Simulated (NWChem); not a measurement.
CH₈N₂Si; SMILES C[SiH](N)N

```xyz
12

Si    -0.0913    -0.3421     0.0000
C      1.7286     0.1370     0.0000
N     -0.7518     0.2078     1.5197
N     -0.7518     0.2078    -1.5197
H     -0.3364    -1.8084     0.0000
H      2.2350    -0.2532     0.8890
H      1.8587     1.2274     0.0000
H      2.2350    -0.2532    -0.8890
H     -1.6814    -0.0936     1.7905
H     -0.5992     1.1665     1.8142
H     -1.6814    -0.0936    -1.7905
H     -0.5992     1.1665    -1.8142
```
Atoms are numbered in this order, from 1.

Structure relaxed at the B3LYP/6-31G* (spherical d) level.

Symmetry labels are those of Cs in the frame above (b1 and b2, or b-type labels, depend on it).

**Question.** List the 6 lowest vertical singlet excitations from PBE/def2-SVP, full TDDFT (NWChem).

**Answer.** 
```tsv
state	energy (eV)	oscillator strength	symmetry	leading excitation (squared amplitude)
S1	5.97	0.039	a"	HOMO → LUMO (0.95)
S2	6.65	0.002	a'	HOMO → LUMO+1 (0.90)
S3	6.73	0.026	a"	HOMO → LUMO+2 (0.93)
S4	6.88	0.049	a'	HOMO−1 → LUMO (0.90)
S5	7.11	0.000	a"	HOMO → LUMO+3 (1.00)
S6	7.61	0.028	a"	HOMO−1 → LUMO+1 (0.95)
```
